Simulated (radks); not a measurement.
Task: I43+, configuration [Ne]. All-electron calculation, scalar-relativistic Kohn-Sham, BLYP, spin-polarised, spherical densities, finite nucleus; Fermi nuclear charge, rms radius 4.75 fm. Program: a radial shooting solver on a logarithmic mesh with Libxc functionals. Some entries of the table are withheld. Estimate them.

| orbital | occ. | eigenvalue (eV) | <1/r> (bohr^-1) |
|---|---|---|---|
| 1s | 2 | -35898.62 | (1) |
| 2s | 2 | -7821.790 | (2) |
| 2p | 6 | (3) | 12.68 |

Result: 
(1) 1s <1/r> (bohr^-1): 56.87
(2) 2s <1/r> (bohr^-1): 13.29
(3) 2p eigenvalue (eV): -7334.546
